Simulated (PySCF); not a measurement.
H₃ClSi, charge -1, doublet, at the geometry of the source list (a state made from the parent by changing its charge; the spin is typed, not shown lowest); DF-HF/aug-cc-pVDZ (PySCF).

Here is a job for PySCF.
```python
from pyscf import gto, scf
import numpy

mol = gto.M(
    atom='''
Si   -0.129100   -0.005700   -0.004600
Cl    1.878100    0.083600    0.067600
H    -0.504300   -0.998400   -1.005300
H    -0.630000    1.313800   -0.372600
H    -0.614800   -0.393300    1.315000
''',
    basis='aug-cc-pvdz',
    charge=-1,
    spin=1,
    verbose=4,
)
print('smallest overlap eigenvalue', numpy.linalg.eigvalsh(mol.intor('int1e_ovlp'))[0])

mf = scf.UHF(mol)
mf = mf.density_fit(auxbasis='def2-universal-jkfit')
mf = scf.addons.remove_linear_dep_(mf, threshold=1e-3, lindep=1e-3)
mf.kernel()
```

What the program printed (banner, timings and long lists left out):

```
PySCF version 2.14.0

[INPUT] verbose = 4
[INPUT] num. atoms = 5
[INPUT] num. electrons = 35
[INPUT] charge = -1
[INPUT] spin (= nelec alpha-beta = 2S) = 1
[INPUT] symmetry False subgroup None
[INPUT] Mole.unit = angstrom
[INPUT] Symbol           X                Y                Z      unit          X                Y                Z       unit  Magmom
[INPUT]  1 Si    -0.129100000000  -0.005700000000  -0.004600000000 AA   -0.243963642681  -0.010771438910  -0.008692740173 Bohr   0.0
[INPUT]  2 Cl     1.878100000000   0.083600000000   0.067600000000 AA    3.549094634546   0.157981104014   0.127745486021 Bohr   0.0
[INPUT]  3 H     -0.504300000000  -0.998400000000  -1.005300000000 AA   -0.952988884618  -1.886702562766  -1.899741673025 Bohr   0.0
[INPUT]  4 H     -0.630000000000   1.313800000000  -0.372600000000 AA   -1.190527458476   2.482722182454  -0.704111954013 Bohr   0.0
[INPUT]  5 H     -0.614800000000  -0.393300000000   1.315000000000 AA   -1.161803621383  -0.743229284791   2.484989853803 Bohr   0.0

nuclear repulsion = 88.085674634342
number of shells = 31
number of NR pGTOs = 133
number of NR cGTOs = 81
basis = aug-cc-pvdz
ecp = {}
input.py:21: DeprecationWarning: remove_linear_dep_ is deprecated and will be removed in a future release. Linear dependency handling is now built into the SCF procedure by default. Linear dependency removal can be controlled using the following settings:
  pyscf.scf.hf.remove_overlap_zero_eigenvalue = True
  pyscf.scf.hf.overlap_zero_eigenvalue_threshold = 1e-6

  mf = scf.addons.remove_linear_dep_(mf, threshold=1e-3, lindep=1e-3)
smallest overlap eigenvalue 0.00037938525295352454
Applying remove_linear_dep_ on SCF object.
Using canonical orthogonalization with threshold 0.001

******** <class 'pyscf.df.df_jk.DFUHF'> ********
method = DFUHF
initial guess = minao
damping factor = 0
level_shift factor = 0
DIIS = <class 'pyscf.scf.diis.CDIIS'>
diis_start_cycle = 1
diis_space = 8
diis_damp = 0
SCF conv_tol = 1e-09
SCF conv_tol_grad = None
SCF max_cycles = 50
direct_scf = False
number electrons alpha = 18  beta = 17
Set gradient conv threshold to 3.16228e-05
******** <class 'pyscf.df.df.DF'> ********
auxbasis = def2-universal-jkfit
init E= -750.164058946376

cycle= 1 E= -750.14302031056  delta_E= 0.021  |g|= 0.172  |ddm|= 5.44
cycle= 2 E= -750.168380387384  delta_E= -0.0254  |g|= 0.0665  |ddm|= 0.813
cycle= 3 E= -750.172934395973  delta_E= -0.00455  |g|= 0.0215  |ddm|= 0.833
cycle= 4 E= -750.174704475446  delta_E= -0.00177  |g|= 0.00838  |ddm|= 1.09
cycle= 5 E= -750.175684447904  delta_E= -0.00098  |g|= 0.00664  |ddm|= 1.59
cycle= 6 E= -750.17578612053  delta_E= -0.000102  |g|= 0.0066  |ddm|= 0.206
cycle= 7 E= -750.174775288423  delta_E= 0.00101  |g|= 0.00597  |ddm|= 2.24
cycle= 8 E= -750.173956856032  delta_E= 0.000818  |g|= 0.00445  |ddm|= 1.99
cycle= 9 E= -750.17352819919  delta_E= 0.000429  |g|= 0.00335  |ddm|= 1.05
cycle= 10 E= -750.173370744825  delta_E= 0.000157  |g|= 0.00299  |ddm|= 0.411
cycle= 11 E= -750.173242936711  delta_E= 0.000128  |g|= 0.00269  |ddm|= 0.349
cycle= 12 E= -750.173228800272  delta_E= 1.41e-05  |g|= 0.00273  |ddm|= 0.0446
cycle= 13 E= -750.173228050367  delta_E= 7.5e-07  |g|= 0.00273  |ddm|= 0.00365
cycle= 14 E= -750.173235525812  delta_E= -7.48e-06  |g|= 0.00275  |ddm|= 0.0344
cycle= 15 E= -750.173238787972  delta_E= -3.26e-06  |g|= 0.00277  |ddm|= 0.0195
cycle= 16 E= -750.173228913382  delta_E= 9.87e-06  |g|= 0.00273  |ddm|= 0.0309
cycle= 17 E= -750.173225357003  delta_E= 3.56e-06  |g|= 0.00271  |ddm|= 0.0148
cycle= 18 E= -750.173228467518  delta_E= -3.11e-06  |g|= 0.0027  |ddm|= 0.00989
cycle= 19 E= -750.173331513953  delta_E= -0.000103  |g|= 0.0029  |ddm|= 0.352
cycle= 20 E= -750.173233682879  delta_E= 9.78e-05  |g|= 0.0027  |ddm|= 0.345
cycle= 21 E= -750.173234181836  delta_E= -4.99e-07  |g|= 0.00269  |ddm|= 0.0159
cycle= 22 E= -750.173240287607  delta_E= -6.11e-06  |g|= 0.00275  |ddm|= 0.0633
cycle= 23 E= -750.173245668102  delta_E= -5.38e-06  |g|= 0.00277  |ddm|= 0.0341
cycle= 24 E= -750.17324427499  delta_E= 1.39e-06  |g|= 0.00274  |ddm|= 0.0211
cycle= 25 E= -750.173238349549  delta_E= 5.93e-06  |g|= 0.00272  |ddm|= 0.0209
cycle= 26 E= -750.173233214325  delta_E= 5.14e-06  |g|= 0.00269  |ddm|= 0.0452
cycle= 27 E= -750.173237682187  delta_E= -4.47e-06  |g|= 0.00269  |ddm|= 0.0157
cycle= 28 E= -750.17332171682  delta_E= -8.4e-05  |g|= 0.00289  |ddm|=  0.3
cycle= 29 E= -750.17323318108  delta_E= 8.85e-05  |g|= 0.00268  |ddm|= 0.32
cycle= 30 E= -750.173229232765  delta_E= 3.95e-06  |g|= 0.00265  |ddm|= 0.0466
cycle= 31 E= -750.173230881446  delta_E= -1.65e-06  |g|= 0.00267  |ddm|= 0.0412
cycle= 32 E= -750.173229135679  delta_E= 1.75e-06  |g|= 0.00268  |ddm|= 0.0182
cycle= 33 E= -750.173230385443  delta_E= -1.25e-06  |g|= 0.00268  |ddm|= 0.0141
cycle= 34 E= -750.173234905679  delta_E= -4.52e-06  |g|= 0.00269  |ddm|= 0.0322
cycle= 35 E= -750.173232915342  delta_E= 1.99e-06  |g|= 0.00268  |ddm|= 0.00543
cycle= 36 E= -750.173233599513  delta_E= -6.84e-07  |g|= 0.00269  |ddm|= 0.0133
cycle= 37 E= -750.173307223666  delta_E= -7.36e-05  |g|= 0.00288  |ddm|= 0.296
cycle= 38 E= -750.173239232348  delta_E= 6.8e-05  |g|= 0.0027  |ddm|= 0.279
cycle= 39 E= -750.173231770281  delta_E= 7.46e-06  |g|= 0.00267  |ddm|= 0.121
cycle= 40 E= -750.173227645226  delta_E= 4.13e-06  |g|= 0.00266  |ddm|= 0.0757
cycle= 41 E= -750.173229783829  delta_E= -2.14e-06  |g|= 0.00267  |ddm|= 0.0667
cycle= 42 E= -750.173225382187  delta_E= 4.4e-06  |g|= 0.00266  |ddm|= 0.0141
cycle= 43 E= -750.173238985109  delta_E= -1.36e-05  |g|= 0.00268  |ddm|= 0.0769
cycle= 44 E= -750.173231229078  delta_E= 7.76e-06  |g|= 0.00266  |ddm|= 0.0812
cycle= 45 E= -750.17323197511  delta_E= -7.46e-07  |g|= 0.00267  |ddm|= 0.00672
cycle= 46 E= -750.173287607712  delta_E= -5.56e-05  |g|= 0.00284  |ddm|= 0.301
cycle= 47 E= -750.173238714642  delta_E= 4.89e-05  |g|= 0.00269  |ddm|= 0.347
cycle= 48 E= -750.173233189332  delta_E= 5.53e-06  |g|= 0.00268  |ddm|= 0.126
cycle= 49 E= -750.173225873027  delta_E= 7.32e-06  |g|= 0.00267  |ddm|= 0.0667
cycle= 50 E= -750.173218929824  delta_E= 6.94e-06  |g|= 0.00266  |ddm|= 0.0327
SCF not converged.
SCF energy = -750.173218929824 after 50 cycles  <S^2> = 0.75078819  2S+1 = 2.000788
```

Convergence was not reached.
